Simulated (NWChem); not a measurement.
System: FeHOF, quintet; SMILES [F][Fe][OH]

Here is an NWChem input.

```
start job
memory heap 200 mb stack 900 mb global 1100 mb
geometry units angstroms noautosym nocenter noautoz
  Fe     0.279954    -0.037661     0.000000
  F      0.173500    -1.774203     0.000000
  O      0.324610     1.728772     0.000000
  H      1.099554     2.302398     0.000000
end
basis spherical
  Fe library def2-tzvp
  F library def2-tzvp
  O library def2-tzvp
  H library def2-tzvp
end
dft
  odft
  mult 5
  xc hfexch
  iterations 150
end
property
  efieldgrad
end
task dft property
```

In the optimisation the excess spin sits in a' and a" (Cs, its own frame). Geometry: optimised at B3LYP/6-31G* (spherical d), spin-unrestricted. This spin state was assumed; another may lie lower. No stability test was run on the SCF state.

Vzz is the largest principal value of the second derivative of the potential at the nucleus (NWChem prints the opposite sign); η is the asymmetry. Non-relativistic.

Atoms are numbered as in the input.

What results follow from this input? (UHF/def2-TZVP.) Quantities: Vzz Fe1 (a.u.); η Fe1; Vzz O3 (a.u.); η O3.


| Item | Result |
|---|---|
| Vzz Fe1 (a.u.) | -1.045 |
| η Fe1 | 0.11 |
| Vzz O3 (a.u.) | 1.492 |
| η O3 | 0.17 |
